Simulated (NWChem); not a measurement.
System: C5H13AlO; SMILES C([O][Al]([CH3])[CH3])(C)C

Here is an NWChem input.

```
start job
memory heap 200 mb stack 900 mb global 1100 mb
geometry units angstroms
  Al    -0.001923     1.296587     0.077245
  C     -1.737773     2.198407    -0.102622
  H     -2.380005     1.681887    -0.847656
  H     -1.645832     3.260497    -0.409180
  H     -2.295334     2.173188     0.858457
  C      1.743230     2.178494    -0.112708
  H      2.333583     2.092985     0.824796
  H      1.660854     3.256071    -0.362687
  H      2.349283     1.691041    -0.906400
  O     -0.012414    -0.356922     0.491907
  C     -0.006814    -1.753832     0.451029
  C      1.271409    -2.268976    -0.218431
  C     -1.269076    -2.276931    -0.242146
  H     -0.015645    -2.126162     1.505058
  H      1.310865    -1.932868    -1.276207
  H      1.318216    -3.377014    -0.205451
  H      2.167249    -1.875236     0.301464
  H     -2.176802    -1.889068     0.261246
  H     -1.291022    -1.940575    -1.300339
  H     -1.308990    -3.385259    -0.230366
end
basis spherical
  Al library 6-31g*
  C library 6-31g*
  H library 6-31g*
  O library 6-31g*
end
dft
  xc b3lyp
  iterations 150
end
driver
  maxiter 120
end
task dft optimize
```

NWChem printed, in part:

```
             Northwest Computational Chemistry Package (NWChem) 7.3.0
             --------------------------------------------------------

 C1  symmetry detected

                             Geometry "geometry" -> ""
                             -------------------------

 Output coordinates in angstroms (scale by  1.889725989 to convert to a.u.)

  No.       Tag          Charge          X              Y              Z
 ---- ---------------- ---------- -------------- -------------- --------------
    1 Al                  13.0000     0.00016243     1.29478606     0.05762729
    2 C                    6.0000    -1.73526534     2.19863150    -0.11604060
    3 H                    1.0000    -2.37785301     1.68736063    -0.86438122
    4 H                    1.0000    -1.64284010     3.26267748    -0.41559001
    5 H                    1.0000    -2.29270949     2.16734091     0.84492768
    6 C                    6.0000     1.74572599     2.17706641    -0.12673742
    7 H                    1.0000     2.33616270     2.08507593     0.81010005
    8 H                    1.0000     1.66384953     3.25631146    -0.36958277
    9 H                    1.0000     2.35143100     1.69456678    -0.92371497
   10 O                    8.0000    -0.01109089    -0.36142015     0.46136110
   11 C                    6.0000    -0.00618753    -1.75803230     0.41125734
   12 C                    6.0000     1.27169039    -2.26937478    -0.26176640
   13 C                    6.0000    -1.26880140    -2.27591832    -0.28518346
   14 H                    1.0000    -0.01506099    -2.13731117     1.46280551
   15 H                    1.0000     1.31117042    -1.92630749    -1.31730493
   16 H                    1.0000     1.31795091    -3.37749732    -0.25611116
   17 H                    1.0000     2.16779500    -1.87951952     0.26059430
   18 H                    1.0000    -2.17626768    -1.89094022     0.22088424
   19 H                    1.0000    -1.29072330    -1.93256996    -1.34112888
   20 H                    1.0000    -1.30926217    -3.38428011    -0.28071816

 Effective nuclear repulsion energy (a.u.)     364.3522289811

                                Z-matrix (autoz)
                                --------

 Units are Angstrom for bonds and degrees for angles

[...]

      ----------------------
      Optimization converged
      ----------------------

  Step       Energy      Delta E   Gmax     Grms     Xrms     Xmax
  ---- ---------------- -------- -------- -------- -------- --------
@   39    -516.08188087 -6.6D-08  0.00010  0.00001  0.00057  0.00134
                                     ok       ok       ok       ok

                                Z-matrix (autoz)
                                --------

 Units are Angstrom for bonds and degrees for angles

[...]
```

Level: B3LYP/6-31G* (spherical d). B3LYP is NWChem's, with the RPA form of VWN correlation.
